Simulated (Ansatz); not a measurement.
Ideal-gas functions of FGeH₃, SMILES `[F][GeH3]` at 500 K and 1 bar, from an Ansatz frequency run at PBE0-D4/def2-TZVP.

Molar mass 94.63 g/mol, point group C3v (symmetry number 3), electronic degeneracy 1, moments of inertia 6.553, 50.793, 50.794 u Å². Harmonic wavenumbers (cm⁻¹, unscaled): 636, 636, 699, 871, 871, 873, 2179, 2189, 2189.

Use S(trans) = R[1.5 ln M + 2.5 ln T − 1.1517]; rotational temperatures θ = 24.2544 K / I; S(rot) = R[ln(√π/σ · √(T³/θAθBθC)) + 1.5]; for each mode x = 1.438777 ν̃/T, S = R[x/(eˣ − 1) − ln(1 − e⁻ˣ)] and H = RT x/(eˣ − 1); 1 cm⁻¹ = 0.0119627 kJ/mol; R = 8.31446 J/(mol·K).

**Question.** By hand: the entropy, in J/(mol·K).

**Answer.** Translation 176.3. Rotation: θ = 3.7013, 0.4775, 0.4775 K, giving 86.3. Vibration, mode by mode: 4.36, 4.36, 3.78, 2.56, 2.56, 2.55, 0.11, 0.11, 0.11, in all 20.5. Electronic 0.0. Sum 283.1 J/(mol·K).

**Question.** By hand: H − E and G − E in kJ/mol, counted from the electronic energy.

**Answer.** Zero-point energy ½ × 11143 × 0.0119627 = 66.7; thermal vibration 7.1; translation, rotation and pV give 4 RT = 16.6. H − E = 90.4 kJ/mol, and G − E = 90.4 − 500 × 283.1/1000 = -51.2 kJ/mol.

Vibration gives 7 % of the entropy.
